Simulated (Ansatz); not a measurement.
Ge(CF3)Me3 (C₄H₉F₃Ge). Total charge 0; singlet. Geometry PBE0-D4/def2-SVP; atoms count from 1.

```xyz
17

Ge    0.052    0.103    0.001
C    -0.854   -1.679   -0.009
F    -2.016   -1.657    0.669
F    -0.093   -2.635    0.554
F    -1.140   -2.093   -1.256
C     1.703   -0.118   -1.006
H     2.262    0.830   -1.043
H     1.486   -0.434   -2.037
H     2.342   -0.879   -0.535
C     0.375    0.543    1.869
H     0.875    1.520    1.954
H     1.017   -0.217    2.338
H    -0.574    0.588    2.423
C    -1.177    1.348   -0.853
H    -2.124    1.395   -0.297
H    -1.394    1.028   -1.883
H    -0.741    2.357   -0.887
```

(1) Estimate the Mulliken populations from the PBE0/def2-TZVP orbitals of Ansatz.

(2) And the Mayer bond orders between heavy atoms (over 0.3)?

Results:

(1) 
| atom | charge (e) |
| --- | --- |
| Ge1 | 0.18 |
| C2 | 0.41 |
| F3 | -0.17 |
| F4 | -0.17 |
| F5 | -0.17 |
| C6 | -0.47 |
| H7 | 0.14 |
| H8 | 0.15 |
| H9 | 0.15 |
| C10 | -0.47 |
| H11 | 0.14 |
| H12 | 0.15 |
| H13 | 0.15 |
| C14 | -0.47 |
| H15 | 0.15 |
| H16 | 0.15 |
| H17 | 0.14 |
Mulliken values depend strongly on the basis.

(2) Ge1–C2 0.95 (2.00 Å); Ge1–C6 0.99 (1.95 Å); Ge1–C10 0.99 (1.95 Å); Ge1–C14 0.99 (1.95 Å); C2–F3 1.10 (1.35 Å); C2–F4 1.10 (1.35 Å); C2–F5 1.10 (1.35 Å).
